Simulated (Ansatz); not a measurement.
`[O]=[W]([OH])([Cl])([Cl])[Cl]` + HCl → `[O]=[W]([Cl])([Cl])([Cl])[Cl]` + H₂O at 700 K and 1 bar (ligand exchange at a W–O bond).

Program: Ansatz. Geometries: PBE0-D4/def2-TZVP. ΔE: electronic, gas phase. CCSD(T)/CBS is the MP2 limit (def2-TZVPP, def2-QZVPP) plus CCSD(T) − MP2 in def2-TZVPP, frozen cores. This one scheme is used for every species. Elements past krypton have def2 core potentials. For W outer-core shells are correlated without core-valence functions, which leaves a few kJ/mol of doubt a bond. Each species was taken in one conformer, which may not be the lowest.

```tsv
species	CCSD(T)/CBS energy (Eh)	H − E (kJ/mol)	S (J/(mol·K))
`[O]=[W]([OH])([Cl])([Cl])[Cl]`	-1597.46008	133.7	517.4
HCl	-460.38127	38.4	211.8
`[O]=[W]([Cl])([Cl])([Cl])[Cl]`	-1981.46571	97.1	493.9
H₂O	-76.37941	80.5	218.4
```

H − E and S are ideal-gas, rigid-rotor, harmonic terms from PBE0-D4/def2-TZVP, for one conformer and one mirror image of each species. 1 Eh = 2625.50 kJ/mol, R = 8.31446 J/(mol·K).

**Question.** By hand: ΔE, ΔH, ΔS and ΔG.

**Answer.** ΔE = (-1981.46571) + (-76.37941) − (-1597.46008) − (-460.38127) = -0.00377 Eh = -9.9 kJ/mol. Δ(H − E) = 97.1 + 80.5 − 133.7 − 38.4 = 5.5, so ΔH = -4.4 kJ/mol. ΔS = 493.9 + 218.4 − 517.4 − 211.8 = -16.9 J/(mol·K). ΔG = -4.4 − 700 × (-16.9)/1000 = 7.4 kJ/mol.

**Question.** By hand: the equilibrium constant, and the temperature at which ΔG would vanish if ΔH and ΔS stayed fixed.

**Answer.** log₁₀ K = −ΔG/(RT ln 10) = -0.6. ΔG = 0 at ΔH/ΔS = 260 K, though so small a ΔH makes that figure unsure.

TΔS isn't small against ΔH here. A doubt of 5 kJ/mol in ΔE shifts log₁₀ K by 0.4 here. Other conformers and mirror images would add mixing entropy, several J/(mol·K) or more a flexible species. Modes under 60 cm⁻¹, often nearly free rotors, make the harmonic entropy too high. These are equilibria of isolated gas molecules and say nothing of rates. Largest T1 diagnostic: 0.021 (customary marks: 0.02 for closed shells, 0.045 for open ones).
